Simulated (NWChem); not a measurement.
System: C$_{3}$H$_{3}$F$_{3}$; SMILES C=CC(F)(F)F

Here is an NWChem input.

```
start job
memory heap 200 mb stack 900 mb global 1100 mb
geometry units angstroms noautoz
  C     -0.030773    -2.111996     0.000000
  C      0.658829    -0.975055     0.000000
  C      0.015500     0.376288     0.000000
  F     -1.331354     0.314444     0.000000
  F      0.390865     1.091403     1.085974
  F      0.390865     1.091403    -1.085974
  H      0.472105    -3.074063     0.000000
  H     -1.116149    -2.118573     0.000000
  H      1.745104    -0.950788     0.000000
end
basis spherical
  * library 6-31g*
end
dft
  xc hfexch
  iterations 150
end
tddft
  nroots 8
  notriplet
end
task tddft energy
```

All runs use the structure optimised with B3LYP/6-31G* (spherical d).

Vertical excitations in the gas phase.

Q: Give the results of this calculation. (Hartree-Fock/6-31G* (spherical d), TDHF.) Quantities: lowest excitation, singlet (eV); oscillator strength of that lowest state; lowest state with f > 0.02, singlet (eV); oscillator strength of that bright state; orbital gap (eV).

A: The lowest excitation, singlet (eV) is 8.06, the oscillator strength of that lowest state is 0.472 and the lowest state with f > 0.02, singlet (eV) comes out as 8.06. The oscillator strength of that bright state is 0.472 and the orbital gap (eV) is 14.93.
